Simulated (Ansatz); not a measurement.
```yaml
crystal:
  periodic: [false, false, false]
  atoms:
    - {symbol: C, position_ang: [-0.860035, -1.884671, -2.498091]}
    - {symbol: O, position_ang: [-0.359733, -1.198129, -1.378671]}
    - {symbol: Mo, position_ang: [-0.828092, 0.374000, -0.508277]}
    - {symbol: S, position_ang: [-2.806578, 0.201140, 0.210260]}
    - {symbol: S, position_ang: [-0.688617, 1.979314, -1.873869]}
    - {symbol: N, position_ang: [0.398046, 0.611752, 0.940892]}
    - {symbol: C, position_ang: [0.167206, 0.133186, 2.293621]}
    - {symbol: C, position_ang: [1.646747, 1.347917, 0.834770]}
    - {symbol: H, position_ang: [-1.901612, -2.178747, -2.332461]}
    - {symbol: H, position_ang: [-0.253091, -2.779933, -2.653918]}
    - {symbol: H, position_ang: [-0.806660, -1.252005, -3.390161]}
    - {symbol: H, position_ang: [-0.770412, -0.414296, 2.357995]}
    - {symbol: H, position_ang: [0.984891, -0.530860, 2.598138]}
    - {symbol: H, position_ang: [0.131733, 0.977151, 2.993510]}
    - {symbol: H, position_ang: [1.805950, 1.700134, -0.181995]}
    - {symbol: H, position_ang: [2.485319, 0.701156, 1.118959]}
    - {symbol: H, position_ang: [1.635735, 2.212691, 1.509600]}
basis:
  gaussian: {orbitals: def2-TZVPD}
magnetization: {spin_polarized: true, initial_magnetization: 4}
hamiltonian: {xc: {name: B97M-V}}
```

```sh
$ ansatz run in.yaml --threads 4 --pin off --events-out ev --progress --plain --max-ram 41984MiB --backend cuda --devices 0, --max-vram 37GiB
```

Output, abridged:

```
Functional definition: B97M-V
2238 factors; their error is unknown
mean field evaluation 1: about -30295.4724 eV, gradient 6.8e1 eV
mean field evaluation 2: about -29978.2108 eV, gradient 2.2e2 eV
mean field evaluation 4: about -30305.2534 eV, gradient 5.1e1 eV
mean field evaluation 8: about -30317.9920 eV, gradient 3.3e0 eV
mean field evaluation 16: about -30318.0103 eV, gradient 7.3e-2 eV
mean field evaluation 32: about -30318.0103 eV, gradient 5.4e-5 eV
mean field -30318.01028708 eV, -1114.1663277649 hartree, gradient 3.8e-6 eV, S^2 6.015302; 8 other end points of the search recorded, 0 dependent functions left out
reference -30318.01041788 eV, -1114.1663325714 hartree; 46, 42 occupied and 355, 359 virtual orbitals, 2238 factors
Total energy: -30318.01041788 eV, -1114.1663325714 hartree
```

In this input the spin is set far too high for this molecule. The run converged. The result belongs to that input, not to the molecule as meant.
